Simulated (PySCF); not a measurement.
The multiplicity was assumed; other spin states weren't computed. def2 core potentials replace the inner electrons of Au.

Delta-SCF ions had no search for a lower state. Excitations are Tamm–Dancoff values on a coarser integration grid. The basis has no diffuse functions, so Rydberg states are missing or too high.

Cartesian coordinates (Å):
SMILES: c1([S][Au])sc([S][Au])cc1
```xyz
11

Au    -3.3232     0.4703     2.5813
S     -2.6954    -0.9473     0.9175
C     -1.1699    -0.3235     0.3750
C     -0.9053     0.2188    -0.8821
C      0.4605     0.4903    -1.0952
C      1.2600     0.1974     0.0089
S      2.9509     0.5532     0.1711
Au     3.9423    -1.4934     0.2424
S      0.2981    -0.4557     1.3113
H     -1.6975     0.3911    -1.6134
H      0.8796     0.8989    -2.0168
```
Charge 0, multiplicity 1.

Q: What HOMO, vertical ionisation energy (Delta-SCF), HOMO–LUMO gap, T1 excitation (TDA), LUMO, total energy, S1 oscillator strength and vertical electron affinity (Delta-SCF) does PBE-D3(BJ)/def2-SVP // r2SCAN-D4/def2-SVP (PySCF) give?

A: 
| Quantity | Value |
|---|---|
| HOMO | -5.44 eV |
| vertical ionisation energy (Delta-SCF) | 7.49 eV |
| HOMO–LUMO gap | 1.27 eV |
| T1 excitation (TDA) | 1.13 eV |
| LUMO | -4.17 eV |
| total energy | -1618.6164 Ha |
| S1 oscillator strength | 0.003 |
| vertical electron affinity (Delta-SCF) | 2.35 eV |
